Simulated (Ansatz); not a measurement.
`[Cl][Ge]([Cl])([Cl])[SeH]` + `C=CF` → `C=C(F)[SeH]` + `[Cl][GeH]([Cl])[Cl]` at 298.15 K and 1 bar (formal exchange of groups at the Se–Ge bond).

Gas-phase electronic energies from Ansatz, PBE0-D4/def2-TZVP geometries. CCSD(T)/CBS is the MP2 limit (def2-TZVPP, def2-QZVPP) plus CCSD(T) − MP2 in def2-TZVPP, frozen cores. For Ge, Se outer-core shells are correlated without core-valence functions, which leaves a few kJ/mol of doubt a bond. Scalar relativity is left out up to krypton. One conformer a species, not always the lowest.

```tsv
species	CCSD(T)/CBS energy (Eh)	H − E (kJ/mol)	S (J/(mol·K))
`[Cl][Ge]([Cl])([Cl])[SeH]`	-5856.90733	57.2	398.8
`C=CF`	-177.66469	127.2	252.2
`C=C(F)[SeH]`	-2578.36253	126.2	306.1
`[Cl][GeH]([Cl])[Cl]`	-3456.16971	50.0	329.5
```

H − E and S are ideal-gas, rigid-rotor, harmonic terms from PBE0-D4/def2-TZVP, for one conformer and one mirror image of each species. 1 Eh = 2625.50 kJ/mol, R = 8.31446 J/(mol·K).

By hand: ΔE, ΔH, ΔS and ΔG.

ΔE = (-2578.36253) + (-3456.16971) − (-5856.90733) − (-177.66469) = 0.03978 Eh = 104.4 kJ/mol. Δ(H − E) = 126.2 + 50.0 − 57.2 − 127.2 = -8.2, so ΔH = 96.2 kJ/mol. ΔS = 306.1 + 329.5 − 398.8 − 252.2 = -15.4 J/(mol·K). ΔG = 96.2 − 298.15 × (-15.4)/1000 = 100.8 kJ/mol.

By hand: the equilibrium constant, and the temperature at which ΔG would vanish if ΔH and ΔS stayed fixed.

log₁₀ K = −ΔG/(RT ln 10) = -17.7. ΔH and −TΔS have one sign here, so there is no such temperature.

ΔH outweighs TΔS. A doubt of 5 kJ/mol in ΔE shifts log₁₀ K by 0.9 here. Other conformers and mirror images would add mixing entropy, several J/(mol·K) or more a flexible species. These are equilibria of isolated gas molecules and say nothing of rates. Largest T1 diagnostic: 0.012 (customary marks: 0.02 for closed shells, 0.045 for open ones).
